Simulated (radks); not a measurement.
The numbers below are computed, except where a source is named.
Initial-state core-level shifts of neutral chromium when its valence configuration changes from [Ar] 3d5 4s1. Level of theory: scalar-relativistic Kohn-Sham, PBEsol, spin-polarised, spherical densities, point nucleus; open shells are filled with parallel spins first (a radial shooting solver on a logarithmic mesh with Libxc functionals). Shifts are changes of the shell-averaged eigenvalues in eV (positive: less bound).

valence              1s       2s      2p      3s
3d4 4s2          -4.528   -5.076  -5.023  -4.627
3d6              +0.477   +0.847  +0.812  +0.636
3d4.5 4s1 4p0.5  -2.662   -2.896  -2.872  -2.731
3d4 4s1 4p1      -5.710   -6.265  -6.208  -5.793
3d5 4p1          -1.403   -1.270  -1.279  -1.407
3d3.5 4s1 4p1.5  -9.111  -10.071  -9.975  -9.131
3d4 4s1.5 4p0.5  -5.205   -5.752  -5.698  -5.292
3d3.5 4s2 4p0.5  -8.078   -9.024  -8.932  -8.112
3d4 4s0.5 4p1.5  -6.396   -6.909  -6.854  -6.478
